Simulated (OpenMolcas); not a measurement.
**B2+: effect of the level shift or regulariser**

```yaml
Program: OpenMolcas 26.06
Basis: ANO-RCC-VTZP [4s3p2d1f]
Scalar_Hamiltonian: DKH2, point nucleus
Active_space: 1 electron in 4 orbitals (2s 2p)
State_averaging: 2S+1 = 2 even, 1 root; 2S+1 = 2 odd, 3 roots
Spin-orbit_coupling: state interaction with AMFI integrals over the reference wave functions, term energies averaged over their components
```

Methods on the same reference wave functions:
A. CASSCF
B. SS-CASPT2, IPEA 0.25 Eh, imaginary shift 0.1 Eh (closed shells correlated: 1s)
C. SS-CASPT2, IPEA 0.25 Eh, real shift 0.2 Eh (closed shells correlated: 1s)

Energies in cm-1 above 2s 2S 1/2, the measured ground level; measured values from Moore, Atomic Energy Levels, vol. I, NSRDS-NBS 35 (1971 reprint of NBS Circular 467, 1949).

```csv
Level,A,B,C,Measured
2s 2S 1/2,0.0,0.0,0.0,0.0
2p 2P* 1/2,49051,48721,48721,48358
2p 2P* 3/2,49082,48751,48751,48393
```

Deviations, from unrounded energies. A percentage is the sum of absolute deviations over the sum of measured energies, with the sign that they share, or ± where signs differ.

| Against measurement | Levels | A | B | C |
| --- | --- | --- | --- | --- |
| mean absolute deviation (cm-1) | 2 | 690 | 360 | 360 |
| other configurations (%) | 2 | +1.4 | +0.7 | +0.7 |

B, C lie about equally close to measurement and A furthest from it. The largest miss of B in the table is 2p 2P* 1/2, by +360 cm-1. The ranking rests on the paired levels alone, and a cruder setting can come out closer through cancelling errors.

Between B and C no level of the table moves by more than 5 cm-1.

The lowest spin-free term lies below A's lowest term by 0.022 hartree in B, 0.022 hartree in C.

With one active electron the reference holds no correlation, so core polarisation is missing (holds for A). With one active electron, CASPT2 adds the correlation within the correlated inactive shells and between them and that electron, and leaves the splitting within a term as the reference gives it (holds for B; C). Measured partners are found by configuration, term and J. A level has none where our copy of the source lacks it or the pairing is in doubt (some pairs that miss far off the trend of their configuration count as doubtful), and it then counts in no deviation. Levels of configurations outside the active space are missing.

* marks odd parity.
